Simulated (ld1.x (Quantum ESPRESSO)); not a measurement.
## Varying the TM semilocal potential for gallium (Ga)

Base potential:

```json
{"Element": "gallium (Ga)", "Generator": "ld1.x (Quantum ESPRESSO) 7.5", "Type": "norm-conserving Troullier–Martins (semilocal form)", "Functional": "PBEsol", "Relativity": "scalar-relativistic", "Frozen core": "[Ar] 3d10", "Valence charge": "3", "Reference configuration": "4s2 4p0.5 (charge +0.5)", "Partial waves": "4s (bound): rc 1.90 bohr; 4d channel at 0.35 Ry: rc 1.70 bohr; 4p (bound): rc 1.80 bohr", "Local potential": "the p channel", "Core correction": "none"}
```

Cutoffs, loose and tight: the cutoffs (Ry, on a coarse ladder) from which the occupation-weighted sum of valence levels, in a spherical-Bessel basis at the reference potential, stays within 10 and 1 mRy of its value at 400 Ry. They do not see the model core or the augmentation charge, which bear on the density cutoff. Test errors are all-electron minus pseudo excitation energies from the reference, over the configurations 4s2 4p1; 4s2 4p0; 4s1 4p0; 4s0 4p3; 4s2 4p1.3; 4s1 4p2; 4s1 4p1. A dash means not determined; rows that change the core or the reference have their own tests. The largest error is taken over the tests solved by every variant that gives reliable tests at all: 4s0 4p3; 4s1 4p1; 4s1 4p2; 4s2 4p0; 4s2 4p1; 4s2 4p1.3.

A true bound ghost makes a file unfit for plane-wave use even where its test errors are small: the radial tests pick states by their node count and pass the ghost by. Where a test does run into it, the solver fails or the error is huge.

In the semilocal form every listed channel keeps its own potential, so the choice of the local channel does not act on these tests. It acts once the file is put into the separable form.

A semilocal file is local in each channel, so a ghost entry of none says nothing of the separable form that plane-wave codes build from it.

```csv
change,outcome,"cutoff, loose","cutoff, tight",bound ghosts,largest test error (meV)
base,generated,15 Ry,35 Ry,none,+72
wave 4d channel at 0.35 Ry: rc 1.70 bohr becomes 4d channel at 0.35 Ry: rc 1.24 bohr,generated,15 Ry,35 Ry,none,+72
wave 4p (bound): rc 1.80 bohr becomes 4p (bound): rc 1.84 bohr,generated,15 Ry,35 Ry,none,+72
local potential the d channel,generated,15 Ry,35 Ry,none,+72
wave 4s (bound): rc 1.90 bohr becomes 4s (bound): rc 2.38 bohr,generated,10 Ry,25 Ry,none,+57
non-relativistic,generated,15 Ry,35 Ry,none,+64
wave 4d channel at 0.35 Ry: rc 1.70 bohr becomes 4d channel at -0.1 Ry: rc 1.70 bohr,generated,15 Ry,35 Ry,none,+72
core correction a·sin(br)/r model core inside 0.86 bohr,generated,15 Ry,35 Ry,none,-62
"form changed from semilocal to separable (Kleinman–Bylander), still TM; local potential the d channel",generated,15 Ry,35 Ry,"s, p",+72
```

(1) What comes out with this change to the base: reference 4s1.5 4p0?

Results:

(1) outcome: generated; cutoff, loose: 15 Ry; cutoff, tight: 35 Ry; bound ghosts: none; largest test error (meV): +99.
